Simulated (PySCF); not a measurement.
Isomers of C6H13ClSi, mass 148.048 u with the commonest isotopes. The calculation used PBE0/pcSseg-1 in PySCF (dipole) on a GFN2-xTB geometry, gas phase. One conformer each, none proved a minimum here; rigid rotors.

Question: Order these by rotational constant B, largest first.
A. `[CH3:1][C@@H:2]1[CH2:3][SiH2:4][C@H:5]1[CH2:6][CH2:7][Cl:8]` with Si4–C5–C6–C7 175°, C5–C6–C7–Cl8 178°, C1–C2–C3–Si4 -131°, C2–C3–Si4–C5 7°, C3–Si4–C5–C6 -127°, C1–C2–C5–Si4 130°
B. `[CH3:1][CH2:2][CH2:3][CH2:4]/[CH:5]=[CH:6]/[SiH2:7][Cl:8]` with C1–C2–C3–C4 178°, C2–C3–C4–C5 180°, C3–C4–C5–C6 120°, C5–C6–Si7–Cl8 -139°
C. `[CH3:1][CH2:2][C@@H:3]1[CH2:4][C@:5]1([SiH3:6])[CH2:7][Cl:8]` with C1–C2–C3–C4 -94°, C4–C5–C7–Cl8 -152°

Answer: C (1012 MHz), A (642.5 MHz), B (330.7 MHz).

Question: Order these by dipole moment, largest first.
A. `[CH3:1][C@@H:2]1[CH2:3][SiH2:4][C@H:5]1[CH2:6][CH2:7][Cl:8]` with Si4–C5–C6–C7 175°, C5–C6–C7–Cl8 178°, C1–C2–C3–Si4 -131°, C2–C3–Si4–C5 7°, C3–Si4–C5–C6 -127°, C1–C2–C5–Si4 130°
B. `[CH3:1][CH2:2][CH2:3][CH2:4]/[CH:5]=[CH:6]/[SiH2:7][Cl:8]` with C1–C2–C3–C4 178°, C2–C3–C4–C5 180°, C3–C4–C5–C6 120°, C5–C6–Si7–Cl8 -139°
C. `[CH3:1][CH2:2][C@@H:3]1[CH2:4][C@:5]1([SiH3:6])[CH2:7][Cl:8]` with C1–C2–C3–C4 -94°, C4–C5–C7–Cl8 -152°

Answer: B (2.76 D), A (2.48 D), C (2.13 D).

Question: Order these by radius of gyration √(Σ m r²/M), smallest first.
A. `[CH3:1][CH2:2][C@@H:3]1[CH2:4][C@:5]1([SiH3:6])[CH2:7][Cl:8]` with C1–C2–C3–C4 -94°, C4–C5–C7–Cl8 -152°
B. `[CH3:1][C@@H:2]1[CH2:3][SiH2:4][C@H:5]1[CH2:6][CH2:7][Cl:8]` with Si4–C5–C6–C7 175°, C5–C6–C7–Cl8 178°, C1–C2–C3–Si4 -131°, C2–C3–Si4–C5 7°, C3–Si4–C5–C6 -127°, C1–C2–C5–Si4 130°
C. `[CH3:1][CH2:2][CH2:3][CH2:4]/[CH:5]=[CH:6]/[SiH2:7][Cl:8]` with C1–C2–C3–C4 178°, C2–C3–C4–C5 180°, C3–C4–C5–C6 120°, C5–C6–Si7–Cl8 -139°

Answer: A (2.245 Å), B (2.545 Å), C (3.272 Å).

```json
{"SMILES": "C[C@@H]1C[SiH2][C@H]1CCCl", "point group": "C1", "Ia (u·Å²)": "199.69", "Ib (u·Å²)": "786.54", "Ic (u·Å²)": "931.40", "κ": "-0.90", "μa (D)": "2.34", "μb (D)": "0.70", "μc (D)": "0.44"}
{"SMILES": "CCCC/C=C/[SiH2]Cl", "point group": "C1", "Ia (u·Å²)": "79.55", "Ib (u·Å²)": "1528.40", "Ic (u·Å²)": "1562.19", "κ": "-1.00", "μa (D)": "2.69", "μb (D)": "0.54", "μc (D)": "0.31"}
{"SMILES": "CC[C@@H]1C[C@]1([SiH3])CCl", "point group": "C1", "Ia (u·Å²)": "311.02", "Ib (u·Å²)": "499.36", "Ic (u·Å²)": "682.03", "κ": "-0.39", "μa (D)": "1.49", "μb (D)": "0.91", "μc (D)": "1.23"}
```
